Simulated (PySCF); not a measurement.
Isomers of C7H10F2O2, mass 164.065 u with the commonest isotopes. Level of theory: PBE0/pcSseg-1 in PySCF (dipole) on a GFN2-xTB geometry, gas phase. One conformer each, none proved a minimum here; rigid rotors.

Question: Order these by rotational constant C, smallest first.
A. `[CH3:1][O:2][C@@H:3]1[C@H:4]([F:5])[C:6](=[O:7])[CH2:8][CH2:9][C@@H:10]1[F:11]` with C1–O2–C3–C4 -76°, O2–C3–C4–F5 70°, C3–C4–C6–O7 121°, C4–C6–C8–C9 53°, C6–C8–C9–C10 -53°
B. `[CH3:1][CH2:2][O:3][C@@H:4]1[CH:5]=[C:6]([CH:7]([F:8])[F:9])[O:10][CH2:11]1` with C1–C2–O3–C4 -174°, C2–O3–C4–C5 -75°, C5–C6–C7–F8 -48°
C. `[CH3:1][C@@:2]12[CH2:3][C@H:4]([O:5][CH:6]([F:7])[F:8])[CH2:9][C@@H:10]1[O:11]2` with C3–C4–O5–C6 82°, C4–O5–C6–F7 158°, C1–C2–C3–C4 161°, C2–C3–C4–O5 100°, C3–C4–C9–C10 17°, C4–C9–C10–O11 52°
D. `[CH3:1][O:2][C@@H:3]1[C@@H:4]([F:5])[CH2:6][CH2:7][C:8](=[O:9])[C@@H:10]1[F:11]` with C1–O2–C3–C4 -171°, O2–C3–C4–F5 177°, C3–C4–C6–C7 -56°, C4–C6–C7–C8 52°, C6–C7–C8–O9 125°

Answer: B (468.2 MHz), C (577.0 MHz), A (771.1 MHz), D (857.2 MHz).

Question: Order these by out-of-plane moment Σ m c² = (Ia + Ib − Ic)/2, largest first.
A. `[CH3:1][C@@:2]12[CH2:3][C@H:4]([O:5][CH:6]([F:7])[F:8])[CH2:9][C@@H:10]1[O:11]2` with C3–C4–O5–C6 82°, C4–O5–C6–F7 158°, C1–C2–C3–C4 161°, C2–C3–C4–O5 100°, C3–C4–C9–C10 17°, C4–C9–C10–O11 52°
B. `[CH3:1][CH2:2][O:3][C@@H:4]1[CH:5]=[C:6]([CH:7]([F:8])[F:9])[O:10][CH2:11]1` with C1–C2–O3–C4 -174°, C2–O3–C4–C5 -75°, C5–C6–C7–F8 -48°
C. `[CH3:1][O:2][C@@H:3]1[C@H:4]([F:5])[C:6](=[O:7])[CH2:8][CH2:9][C@@H:10]1[F:11]` with C1–O2–C3–C4 -76°, O2–C3–C4–F5 70°, C3–C4–C6–O7 121°, C4–C6–C8–C9 53°, C6–C8–C9–C10 -53°
D. `[CH3:1][O:2][C@@H:3]1[C@@H:4]([F:5])[CH2:6][CH2:7][C:8](=[O:9])[C@@H:10]1[F:11]` with C1–O2–C3–C4 -171°, O2–C3–C4–F5 177°, C3–C4–C6–C7 -56°, C4–C6–C7–C8 52°, C6–C7–C8–O9 125°

Answer: D (129.47 u·Å²), C (91.97 u·Å²), A (61.57 u·Å²), B (54.82 u·Å²).

Question: Order these by dipole moment, smallest first.
A. `[CH3:1][C@@:2]12[CH2:3][C@H:4]([O:5][CH:6]([F:7])[F:8])[CH2:9][C@@H:10]1[O:11]2` with C3–C4–O5–C6 82°, C4–O5–C6–F7 158°, C1–C2–C3–C4 161°, C2–C3–C4–O5 100°, C3–C4–C9–C10 17°, C4–C9–C10–O11 52°
B. `[CH3:1][O:2][C@@H:3]1[C@@H:4]([F:5])[CH2:6][CH2:7][C:8](=[O:9])[C@@H:10]1[F:11]` with C1–O2–C3–C4 -171°, O2–C3–C4–F5 177°, C3–C4–C6–C7 -56°, C4–C6–C7–C8 52°, C6–C7–C8–O9 125°
C. `[CH3:1][CH2:2][O:3][C@@H:4]1[CH:5]=[C:6]([CH:7]([F:8])[F:9])[O:10][CH2:11]1` with C1–C2–O3–C4 -174°, C2–O3–C4–C5 -75°, C5–C6–C7–F8 -48°
D. `[CH3:1][O:2][C@@H:3]1[C@H:4]([F:5])[C:6](=[O:7])[CH2:8][CH2:9][C@@H:10]1[F:11]` with C1–O2–C3–C4 -76°, O2–C3–C4–F5 70°, C3–C4–C6–O7 121°, C4–C6–C8–C9 53°, C6–C8–C9–C10 -53°

Answer: C (2.37 D), D (2.53 D), B (2.83 D), A (4.90 D).

```csv
SMILES,point group,Ia (u·Å²),Ib (u·Å²),Ic (u·Å²),κ,μa (D),μb (D),μc (D)
CCO[C@@H]1C=C(C(F)F)OC1,C1,235.83,953.31,1079.50,-0.93,2.11,0.79,0.75
C[C@@]12C[C@H](OC(F)F)C[C@@H]1O2,C1,215.12,783.84,875.83,-0.92,2.57,0.57,4.13
CO[C@@H]1[C@H](F)C(=O)CC[C@@H]1F,C1,363.50,475.80,655.36,-0.06,1.51,0.87,1.82
CO[C@@H]1[C@@H](F)CCC(=O)[C@@H]1F,C1,376.96,471.53,589.57,-0.11,1.98,1.97,0.48
```
